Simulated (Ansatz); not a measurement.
Basis-set series for `F[SiH]1[CH2][GaH]1`. Charge 0, multiplicity 1. All single points use the PBE0-D4/def2-TZVP geometry.

```csv
functional,basis,functions,energy (Eh),HOMO (eV),LUMO (eV)
PBE0-D4,def2-TZVPP,208,-2354.26183,-6.29,-2.11
PBE0-D4,def2-QZVPP,393,-2354.32294,-6.31,-2.14
ωB97M-V,def2-TZVPP,208,-2354.60258,-8.29,-0.33
ωB97M-V,def2-QZVPP,393,-2354.66125,-8.31,-0.44
```

(1) Give the rows for def2-SVP. (Estimate.)

## Answers

(1) Ansatz gave: 
```
functional     basis  functions  energy (Eh)  HOMO (eV)  LUMO (eV)
   PBE0-D4  def2-SVP         98  -2353.73496      -6.25      -2.07
   ωB97M-V  def2-SVP         98  -2354.07203      -8.23      -0.27
```

Scalar relativity is left out up to krypton.
